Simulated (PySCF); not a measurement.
PySCF 2.14 output of an unrestricted BP86 calculation on a single atom or ion in pcseg-2 (6s4p3d2f1g, 56 functions), with the non-relativistic Hamiltonian (point nucleus):

```
SCF conv_tol = 1e-09
number electrons alpha = 14  beta = 11
    A. D. Becke.,  Phys. Rev. A 38, 3098 (1988)
    J. P. Perdew.,  Phys. Rev. B 33, 8822 (1986)
cycle= 1 E= -1382.00738524691  delta_E= -0.00319  |g|= 0.141  |ddm|= 0.119
cycle= 2 E= -1382.00270236022  delta_E= 0.00468  |g|= 0.205  |ddm|= 0.138
cycle= 3 E= -1382.01152908752  delta_E= -0.00883  |g|= 0.000562  |ddm|= 0.0825
cycle= 4 E= -1382.01152924014  delta_E= -1.53e-07  |g|= 0.000188  |ddm|= 0.000555
cycle= 5 E= -1382.01152924876  delta_E= -8.62e-09  |g|= 1.58e-05  |ddm|= 9.04e-05
cycle= 6 E= -1382.01152924882  delta_E= -5.34e-11  |g|= 2.44e-07  |ddm|= 6.55e-06
converged SCF energy = -1382.01152924882  <S^2> = 3.7510695  2S+1 = 4.0005347
```

The run itself started from symmetry-adapted Hartree-Fock orbitals and held the occupation by maximum overlap, on a logarithmic radial grid, so the iterations belong to that start.

Problem. Which element, charge and spin multiplicity is this?

Solution. Co²⁺ (cobalt, charge +2), multiplicity 4; the state was [Ar] 3d7, high-spin 4F determinant.
